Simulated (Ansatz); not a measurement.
Ansatz (an electronic-structure program) input (PBE0/def2-TZVPD):

Ansatz 0.2 input:
```yaml
crystal:
  periodic: [false, false, false]
  atoms:
    - {symbol: Si, position_ang: [2.02095777, -0.02545036, 0.09773607]}
    - {symbol: C, position_ang: [0.21594553, 0.00357760, -0.03212696]}
    - {symbol: C, position_ang: [-0.63024388, 1.14042318, 0.12371557]}
    - {symbol: C, position_ang: [-1.96261309, 0.72113858, 0.03945976]}
    - {symbol: C, position_ang: [-1.97023874, -0.68074534, -0.16790820]}
    - {symbol: C, position_ang: [-0.64254302, -1.12062687, -0.21074104]}
    - {symbol: H, position_ang: [2.65326056, -1.11871826, -0.71037478]}
    - {symbol: H, position_ang: [2.66613533, 1.24815304, -0.36026499]}
    - {symbol: H, position_ang: [2.61734961, -0.23111926, 1.46620226]}
    - {symbol: H, position_ang: [-0.29084995, 2.15824253, 0.27322042]}
    - {symbol: H, position_ang: [-2.83622012, 1.35904059, 0.10235256]}
    - {symbol: H, position_ang: [-2.85068526, -1.30020063, -0.29100486]}
    - {symbol: H, position_ang: [-0.31423978, -2.14169590, -0.36283045]}
basis:
  gaussian:
    orbitals: def2-TZVPD
hamiltonian:
  xc: {name: PBE0}
total_charge: -1
output: {forces: true}
```

End of the output:

```
integrals: 0.26 GiB planned
1523 factors; their error is unknown
0.51 GiB of the device are held for the grids
1.77 GiB of device memory are held for the factors and their scratch space
mean field: 2.02 GiB planned
mean field evaluation 1: about -13162.9085 eV, gradient 4.9e1 eV
mean field evaluation 2: about -13150.7349 eV, gradient 8.4e1 eV
mean field evaluation 4: about -13169.0915 eV, gradient 1.5e0 eV
mean field evaluation 8: about -13169.1096 eV, gradient 4.6e-2 eV
mean field evaluation 16: about -13169.1083 eV, gradient 9.3e-5 eV
mean field -13169.10830053 eV, -483.9558037022 hartree, gradient 2.3e-5 eV, S^2 0.000000; 0 other end points of the search recorded, 0 dependent functions left out
the calculation of the forces begins
reference -13169.10834647 eV, -483.9558053904 hartree; 26, 26 occupied and 265, 265 virtual orbitals, 1523 factors
Total energy: -13169.10834647 eV, -483.9558053904 hartree
Atom 0 at     2.020958    -0.025450     0.097736 Å, force    -0.065199     0.000841    -0.003290 eV/Å
Atom 1 at     0.215946     0.003578    -0.032127 Å, force    -0.254886     0.001521    -0.000913 eV/Å
Atom 2 at    -0.630244     1.140423     0.123716 Å, force    -0.040978    -0.258579    -0.031183 eV/Å
Atom 3 at    -1.962613     0.721139     0.039460 Å, force     0.185408    -0.172004    -0.030351 eV/Å
Atom 4 at    -1.970239    -0.680745    -0.167908 Å, force     0.187276     0.171441     0.020452 eV/Å
Atom 5 at    -0.642543    -1.120627    -0.210741 Å, force    -0.038174     0.256954     0.045075 eV/Å
Atom 6 at     2.653261    -1.118718    -0.710375 Å, force     0.032355    -0.050205    -0.043414 eV/Å
Atom 7 at     2.666135     1.248153    -0.360265 Å, force     0.032956     0.060276    -0.027072 eV/Å
Atom 8 at     2.617350    -0.231119     1.466202 Å, force     0.016941    -0.009885     0.066206 eV/Å
Atom 9 at    -0.290850     2.158243     0.273220 Å, force     0.013683     0.058250     0.008819 eV/Å
Atom 10 at    -2.836220     1.359041     0.102353 Å, force    -0.041034     0.033192     0.006979 eV/Å
Atom 11 at    -2.850685    -1.300201    -0.291005 Å, force    -0.041396    -0.033352    -0.002865 eV/Å
Atom 12 at    -0.314240    -2.141696    -0.362830 Å, force     0.013048    -0.058451    -0.008444 eV/Å
Dipole moment:     0.174755    -0.001161     0.001424 e Å
```

It need not be the lowest isomer of its formula. Whether it binds its extra electron was not tested at this geometry.
